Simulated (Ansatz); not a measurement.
GaF₄, that is [GaF4]- with one electron fewer, relaxed as a doublet with UKS PBE0-D4/def2-SVPD in Ansatz, starting from the PBE0-D4/def2-SVPD geometry of the charge -1 singlet. Force threshold 0.02 eV/Å.

In the charge 0 doublet, F2 and F4 lie 2.00 Å apart (atoms count from 1), so these atoms are partly bonded to each other. The relaxation made no stability test and no search for a lower SCF solution.

Start:

```xyz
5

Ga    0.000    0.000    0.000
F     0.493    1.384   -1.032
F    -1.722   -0.399   -0.317
F     0.204    0.440    1.729
F     1.025   -1.425   -0.379
```

Task: Estimate the energy that the relaxation releases and the steps that it takes.

Result: 17.1 kcal/mol, in 13 steps; 74 s on 4 threads of Arm Neoverse N1 on a shared host. No frequencies were taken in this run, so the end may be a saddle point.

Task: Does the start keep its bonding and symmetry?

Result: By distances, no bond broke or formed. The bond that changes most is Ga1–F2, from 1.80 to 1.89 Å (atoms count from 1). A close non-bonded pair moves further: F2–F4, from 2.93 to 2.00 Å. Point group Td at the start, C2v at the end, both within 0.05 Å.

Task: Predict the relaxed structure.

Result: 
```
atom   x (Å)   y (Å)   z (Å)
 Ga1  -0.105  -0.276  -0.104
  F2   0.504   1.465  -0.508
  F3  -1.816  -0.475  -0.306
  F4   0.362   0.801   1.374
  F5   1.055  -1.515  -0.456
```
Bond lengths: 4 × F–Ga 1.73 to 1.89 Å.
